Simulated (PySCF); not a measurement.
**Exact mass, isotope pattern and composition**

Species: phenyl acrylate (`C(C(=O)Oc1ccccc1)=C`).

Calculated from isotope tables alone.

Problem. Find the molar and monoisotopic masses of C9H8O2.

Solution. For C9H8O2, with standard atomic weights, 9 × 12.011 + 2 × 15.999 + 8 × 1.008 = 148.161 g/mol. From the most abundant isotopes (12C, 16O, 1H), 9 × 12.000000 + 2 × 15.994915 + 8 × 1.007825 = 148.0524 u.

Problem. What cluster does the molecular ion M+• show when like nominal masses merge?

Solution. 
```csv
nominal mass,m/z (centroid),relative intensity
148,148.0519,100.0
149,149.0553,9.9
150,150.0574,0.8
```

Lines under 0.1 % of the tallest are left out. One electron mass, 0.00055 u, is taken off.

Problem. Which m/z would the protonated, sodiated and deprotonated molecule have?

Solution. [M+H]+ 149.0597, [M+Na]+ 171.0417, [M−H]− 147.0452, for the monoisotopic species (arithmetic only; whether such ions form is another matter).

Problem. How much CO2 and H2O would complete combustion of 10.00 mg give?

Solution. 67.49 μmol of compound give 26.73 mg CO2 and 4.86 mg H2O.

Problem. Protons, neutrons, electrons, and exact less nominal mass of the monoisotopic species?

Solution. 78 protons, 70 neutrons and 78 electrons; 148.0524 − 148 = +0.0524 u.

Problem. Double-bond equivalents and nitrogen rule?

Solution. (2 × 9 + 2 + 0 − 8)/2 = 6; the structure has 1 ring and 5 π bonds. The nominal mass 148 is even, with 0 nitrogens, as the rule says.

Problem. What resolving power m/Δm just matches the spacing of the species with one 13C and with one 2H?

Solution. They lie 0.00292 u apart at mass 149.06, so m/Δm is about 51000.
